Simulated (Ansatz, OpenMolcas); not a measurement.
## C2F4O (trifluoroacetyl fluoride): the HOMO–LUMO gap, rung by rung

C2F4O has 7 atoms, charge 0, and is taken as a singlet. SMILES: `O=C(F)C(F)(F)F`. Geometry: relaxed at PBE0-D4/def2-TZVP.

Each level gives the HOMO–LUMO gap (eV). The values are calculated.

```
           level                    kind     program  value (eV)  CPU time
      HF/cc-pVDZ            Hartree–Fock  OpenMolcas       17.49      13 s
   SVWN5/cc-pVDZ                     LDA      Ansatz        5.25     3.9 s
    BLYP/cc-pVDZ                     GGA  OpenMolcas        5.36      31 s
     PBE/cc-pVDZ                     GGA      Ansatz        5.34     5.8 s
  r2SCAN/cc-pVDZ                meta-GGA  OpenMolcas        5.95      41 s
   BHLYP/cc-pVDZ           global hybrid      Ansatz       11.35     8.5 s
    PBE0/cc-pVDZ           global hybrid  OpenMolcas        8.30      29 s
 wB97M-V/cc-pVDZ  range-separated hybrid      Ansatz       13.18      71 s
PBE-QIDH/cc-pVDZ           double hybrid      Ansatz       13.69      12 s
```

The values span 5.25 to 17.49 eV. Orbital gaps aren't excitation energies, and those of double hybrids come from the SCF part alone; they tend to grow with the share of exact exchange. CPU times are rough (shared hosts, several kinds of processor): they show what a rung costs within a factor of a few.
